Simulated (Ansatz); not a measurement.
Total energies of ZnMe(NH2) (CH5NZn) from Ansatz at PBE-D4/def2-TZVP, gas phase (1 Eh = 27.2114 eV = 2625.5 kJ/mol). The reference geometry is relaxed at r2SCAN-D4/def2-TZVP.

```
atom    x (Å)    y (Å)    z (Å)
 Zn1  -0.0963   0.2817   0.0313
  C2   0.6322  -1.4850  -0.1239
  H3  -0.1039  -2.1870  -0.5219
  H4   0.9605  -1.8535   0.8515
  H5   1.4984  -1.4877  -0.7903
  N6  -0.6573   1.9973   0.2423
  H7  -1.4084   2.1786   0.8951
  H8  -0.8252   2.5557  -0.5841
```

```tsv
state	geometry	energy (Eh)
charge 0 singlet	reference	-1874.91636
charge 1 doublet	reference	-1874.58923
charge 1 doublet	relaxed at r2SCAN-D4/def2-TZVP	-1874.59747
free Zn atom (singlet)	–	-1779.12986
free C atom (triplet)	–	-37.79597
free H atom (doublet)	–	-0.49962
free N atom (quartet)	–	-54.53214
```

Problem. Work out the vertical ionisation energy to the doublet.

Solution. E(charge 1 doublet) − E(charge 0 singlet) = -1874.58923 − (-1874.91636) = 0.32713 Eh = 8.90 eV. For comparison, −ε of the highest occupied level is 5.29 eV at this level, 3.61 eV less.

Problem. How much does the charge 1 doublet relax, and what is the adiabatic ionisation energy?

Solution. Relaxation: -1874.58923 − (-1874.59747) = 0.00824 Eh = 0.22 eV. Adiabatic ionisation energy: 0.31889 Eh = 8.68 eV, without zero-point energy. 

Problem. What is the binding energy per atom against free atoms?

Solution. Atoms: 1 × (-1779.12986) + 1 × (-37.79597) + 5 × (-0.49962) + 1 × (-54.53214) = -1873.95607 Eh. Binding: -1873.95607 − (-1874.91636) = 0.96029 Eh = 26.13 eV, or 3.27 eV for each of 8 atoms (no zero-point energy, no counterpoise term).
